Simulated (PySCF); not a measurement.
# Basis and Hamiltonian dependence of the ionisation energy of Sn²⁺

Sn²⁺ [Kr] 4d10 5s2 (1S) → Sn³⁺ [Kr] 4d10 5s1 (2S). All values are computed (PySCF 2.14, energy differences of UHF-based or UKS calculations, no spin-orbit coupling). Values in eV.

```
                                                            basis       Hamiltonian  functions     UHF     LDA    PBE0  MP2 (valence)  CCSD(T) (valence)  CCSD(T) (valence and next inner shell)
                                         cc-pVDZ-PP with ECP28MDF               ECP         23  28.543     n/a     n/a         29.135             29.428                                     n/a
             def2-SVP with the def2 core potential (28 electrons)               ECP         26  28.557  31.296     n/a         29.151             29.439                                     n/a
                                     aug-cc-pVDZ-PP with ECP28MDF               ECP         32  28.553  31.270  30.436         29.152             29.442                                     n/a
                                         cc-pVTZ-PP with ECP28MDF               ECP         39  28.537     n/a  30.422         29.208             29.465                                     n/a
            def2-TZVP with the def2 core potential (28 electrons)               ECP         50  28.536     n/a     n/a         29.217             29.475                                     n/a
          def2-TZVPPD with the def2 core potential (28 electrons)               ECP         56  28.541  31.300  30.436         29.224             29.481                                  30.300
                                                     x2c-TZVPPall     spin-free X2C         60  28.541  31.177  30.358         29.208             29.464                                  30.316
x2c-TZVPPall with one added diffuse shell each of s, p, d, f type     spin-free X2C         76  28.542  31.172  30.355         29.212             29.467                                  30.320
          def2-QZVPPD with the def2 core potential (28 electrons)               ECP         88  28.535  31.279  30.420         29.245             29.485                                  30.372
                                                  aug-cc-pVQZ-DK3     spin-free X2C        102  28.522  31.142  30.325         29.223             29.462                                     n/a
                                                aug-cc-pwCVTZ-DK3     spin-free X2C        109  28.520  31.161  30.337         29.215             29.460                                     n/a
x2c-QZVPPall with one added diffuse shell each of s, p, d, f type     spin-free X2C        128  28.522  31.165  30.342         29.225             29.463                                     n/a
                                                       dyall-av2z  non-relativistic        130  27.410  29.936  29.151         28.070             28.377                                     n/a
                                     aug-cc-pV5Z-PP with ECP28MDF               ECP        139  28.534  31.280  30.422         29.259                n/a                                     n/a
```

Frozen in the all-electron rows: valence and next inner shell: [Ar] 3d10; valence: [Kr] 4d10; with a core potential, the same shells as far as they lie outside it.

Non-relativistic rows lack the scalar-relativistic shift.

Reference for a calculation without spin-orbit coupling: 30.506 eV (measured, between term centres; NIST).
